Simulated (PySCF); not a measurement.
# CaSi⁺: one state, many levels of theory

State: ⁴Σ⁻ (quartet), unpaired electrons σ ↑, π ↑↑. Set-up: PySCF, no relativity, basis sets Ca pcseg-1, Si pcseg-1. De refers to Ca⁺ + Si in their high-spin ground configurations, without counterpoise correction. The functionals are run spin-unrestricted. A positive dipole points towards Si; it is taken about the centre of mass and depends on that origin.

| Level | Re (Å) | ωe (cm⁻¹) | De (eV) | μ (D) | CPU s a point (SCF and correlation, without the integrals) |
| --- | --- | --- | --- | --- | --- |
| UHF | 2.741 | 314 | 0.67 | -9.92 | 0.1 |
| UHF-MP2 | 2.734 | 311 | 0.96 | n/a | 0.16 |
| UHF-SCS-MP2 | 2.734 | 311 | 0.82 | n/a | n/a |
| UHF-CCSD | 2.745 | 304 | 0.95 | n/a | n/a |
| UHF-CCSD(T) | 2.747 | 302 | 1.01 | n/a | 1.7 |
| PBE | 2.680 | 307 | 1.93 | -6.99 | 0.59 |
| BLYP | 2.706 | 293 | 1.59 | -6.72 | 0.42 |
| r²SCAN | 2.674 | 320 | 1.96 | -7.74 | 0.83 |
| TPSSh | 2.668 | 322 | 1.89 | -7.65 | 0.9 |
| PBE0 | 2.663 | 324 | 1.68 | -7.72 | 0.87 |
| MN15 | 2.651 | 326 | 1.68 | -7.98 | 0.92 |

Which functional lies closest to UHF-CCSD(T) in De, which farthest, and by how much do they differ from it?

Closest is BLYP (-4.1 pm in Re, -3.0 % in ωe, +0.58 eV in De against UHF-CCSD(T) in the same basis), farthest r²SCAN (-7.3 pm in Re, +6.0 % in ωe, +0.95 eV in De). CCSD(T) converges more slowly with the basis than the functionals do and binds too weakly in this one, so the order can change at the basis-set limit.

What does a quarter of exact exchange do here, going from PBE to PBE0?

PBE0 less PBE: -1.7 pm in Re, +5.5 % in ωe, -0.25 eV in De. Exact exchange removes part of the self-interaction that spreads semilocal densities, and in most molecules shortens and stiffens the bond and lowers De; so it does here.

What does second-order correlation do here, going from UHF to UHF-MP2?

UHF-MP2 less UHF: -0.7 pm in Re, -1.0 % in ωe, +0.29 eV in De. Correlation nearly always deepens the well. The bond shortens, as in weak, metallic or heavy-atom bonds, where dispersion and the correlation of outer-core electrons pull the atoms together.

Correlated steps freeze 10 core orbitals. Correlated levels converge slowly with the basis: in double zeta they bind strong bonds too weakly, by up to about 1 eV, and carry superposition errors of some tenths. For an ion De counts to the pair picked by the measured ionisation energies or electron affinities, which need not be the lowest pair at this level. The state was picked by a PBE0 search and need not be the measured ground state.

The whole job (state search and all levels along the bond) took about 1.8 min on 1 thread of Arm Neoverse V1 (shared host), peak memory 0.49 GiB.
